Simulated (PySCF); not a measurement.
Values are calculated unless marked as measured or tabulated.
## Si3H4SOF3

Si3H4SOF3 is a small molecule (built as: Si site whose three back bonds go to H, SSiH3, OSiF3), neutral, doublet. The structure, one conformer, was relaxed in the gas phase by PBE0-D3(BJ)/def2-SVP. No frequency run checks that it is a minimum.

SMILES: F[Si](F)(F)O[SiH]S[SiH3]

```xyz
12

Si   -0.100   -0.409    1.857
S     0.293    1.673    1.606
Si    1.498    1.674   -0.196
O    -1.061   -1.033    0.628
Si   -1.216   -1.499   -0.904
F     0.059   -1.056   -1.760
F    -1.347   -3.082   -1.014
F    -2.507   -0.849   -1.571
H    -0.896   -0.534    3.115
H     2.333    0.440   -0.239
H     0.631    1.757   -1.403
H     2.352    2.890   -0.101
```
Atom numbers follow the order of the file, from 1.

EPR values by unrestricted B3LYP, IGLO-III on F O S Si, pcH-1 on H.

Problem. Predict g and the largest hyperfine couplings. Where does the spin sit?

Solution. g = 1.9997, 2.0020, 2.0054. The spin sits on Si1 (78 %, bonded to 1 O + 1 S + 1 H) by Mulliken populations.
| atom | isotope | isotropic (MHz) | dipolar, principal values (MHz) |
| --- | --- | --- | --- |
| Si1 | 29Si | -794.0 | -134.1, 66.9, 67.2 |
| H9 | 1H | 146.9 | -6.2, -0.9, 7.1 |
| O4 | 17O | -33.8 | -23.5, 11.3, 12.2 |
| S2 | 33S | 0.7 | -14.4, -13.5, 27.8 |
| Si3 | 29Si | -22.4 | -2.5, 1.0, 1.5 |
| F8 | 19F | 14.4 | -5.1, -4.9, 10.0 |

Problem. How do the isotropic couplings move with BHandHLYP?

Solution. Si1 -794.0 to -830.5 MHz, H9 146.9 to 148.1 MHz, O4 -33.8 to -37.5 MHz, S2 0.7 to 2.6 MHz.

The 2 runs behind this took 5.4 min in all, one thread each of Arm Neoverse V1 on a shared host, launched as `OMP_NUM_THREADS=1 python cluster_run.py task.json out`.
